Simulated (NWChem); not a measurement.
Species: C6H10; SMILES C1CCC=CC1

```xyz
16

C      0.6665    -0.0595     1.2989
C     -0.6665     0.0595     1.2989
C     -1.4908     0.1127     0.0452
C     -0.6940    -0.3154    -1.1844
C      0.6940     0.3154    -1.1844
C      1.4908    -0.1127     0.0452
H      1.1986    -0.1182     2.2549
H     -1.1986     0.1182     2.2549
H     -2.3854    -0.5227     0.1634
H     -1.8826     1.1392    -0.0903
H     -0.5884    -1.4150    -1.1819
H     -1.2421    -0.0579    -2.1047
H      0.5884     1.4150    -1.1819
H      1.2421     0.0579    -2.1047
H      2.3854     0.5227     0.1634
H      1.8826    -1.1392    -0.0903
```
Atoms are numbered in this order, from 1.

Computed with NWChem. Pople sets run with spherical d functions. Coordinates come from a PBE0/def2-SVP optimisation. B3LYP is NWChem's, with the RPA form of VWN correlation. Total energies compare along this basis series because the functional is fixed.

```
level            basis functions  energy (Ha)  highest occupied level (eV)  orbital gap (eV)  dipole (D)  relative time
---------------  ---------------  -----------  ---------------------------  ----------------  ----------  -------------
B3LYP/STO-3G                  40    -231.8333                        -4.86              8.41        0.25              1
B3LYP/3-21G                   74    -233.3738                        -6.36              7.39        0.24              1
B3LYP/6-31G*                 104    -234.6435                        -6.33              7.25        0.23              3
B3LYP/6-31+G*                128    -234.6516                        -6.57              6.66        0.34              6
B3LYP/def2-SVP               134    -234.4807                        -6.55              7.15        0.27              4
B3LYP/def2-SVPD              200    -234.4943                        -6.65              6.91        0.34              9
B3LYP/def2-TZVP              246    -234.7362                        -6.62              6.96        0.34             20
```

Times are rough ratios from one shared machine.
